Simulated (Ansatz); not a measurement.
Basis-set extrapolation for CH₅BFNO (`NC(O)BF`) (PBE0-D4/def2-TZVP geometry, frozen core, Ansatz 0.2.0). Multiplicity 1, RHF reference.

|  | def2-TZVPP | def2-QZVPP |
| --- | --- | --- |
| HF | -294.380341 | -294.393957 |
| MP2 correlation | -0.970275 | -1.047047 |
| CCSD(T) correlation | -1.031788 | not run |

Energies in hartree. Use E(X) = E(∞) + A·exp(−7.88·√X) for Hartree–Fock and E(X) = E(∞) + B·X^(−2.97) for correlation, with X = 3 and 4, and add CCSD(T) minus MP2 of the smaller set to the MP2 limit.

Problem. What is the CCSD(T) energy at the basis-set limit?

Solution. HF limit: -294.393957 + (-0.013616) × 0.13774 = -294.39583. MP2 limit: -1.047047 + (-0.076772) × 0.74074 = -1.10392. Higher-order term: -1.031788 − (-0.970275) = -0.06151. Total: -295.56126 hartree, 4.06 eV below CCSD(T)/def2-TZVPP.
